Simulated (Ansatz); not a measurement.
`F[Si@H]1[GaH][C@@H]1[SiH3]`, relaxed with RKS PBE0-D4/def2-TZVP in Ansatz 0.2.0 from a PBE-D4/def2-SVP geometry. The force threshold is 0.005 eV/Å; the program also tests the step.

Total charge 0; spin multiplicity 1.

Start:

```xyz
11

F     1.743    2.000    1.573
Si    1.310    1.106    0.262
Ga    1.860   -1.065   -0.309
C     0.046   -0.265    0.392
Si   -1.689   -0.132   -0.299
H     1.028    2.048   -0.873
H     2.202   -2.580   -0.547
H     0.053   -0.832    1.356
H    -1.633    0.543   -1.646
H    -2.302   -1.498   -0.486
H    -2.618    0.675    0.578
```

(1) How much energy does the relaxation release, and in how many steps? (Estimate.)

(2) Which bonds change most? (An estimate is asked.)

(3) Give the relaxed structure. (An estimate is asked.)

Answers

(1) Computed: 6.74 kJ/mol, in 9 steps, 2 of them rejected.

(2) Computed: F1–Si2 from 1.645 to 1.600 Å; Si2–C4 from 1.870 to 1.845 Å; C4–Si5 from 1.873 to 1.848 Å; Si2–Ga3 from 2.312 to 2.289 Å.

(3) Ansatz gave: 
```xyz
11

F     1.740    1.967    1.521
Si    1.294    1.094    0.257
Ga    1.820   -1.063   -0.298
C     0.043   -0.253    0.419
Si   -1.658   -0.134   -0.294
H     0.995    2.020   -0.861
H     2.163   -2.553   -0.568
H     0.036   -0.784    1.383
H    -1.585    0.554   -1.613
H    -2.247   -1.485   -0.513
H    -2.601    0.638    0.565
```
